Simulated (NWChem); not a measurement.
# BCl

```xyz
2

B      0.0000     0.0000    -1.2902
Cl     0.0000     0.0000     0.4290
```
Atoms are numbered in this order, from 1.

Computed with NWChem. Pople sets run with spherical d functions. The geometry was optimised at PBE0/def2-SVP. GIAO values for the isolated, static molecule; σ is the absolute isotropic shielding, δ = σ(reference) − σ with the isolated reference molecule computed at the same levels (11B: boron trifluoride).

| level | δ B1 (ppm) | σ Cl2 (ppm) |
|---|---|---|
| BHandHLYP/pcSseg-1 | 126.6 | 261.2 |
| PBE0/pcSseg-1 | 114.7 | 246.3 |
| Hartree-Fock/6-31G* | 130.0 | 375.2 |
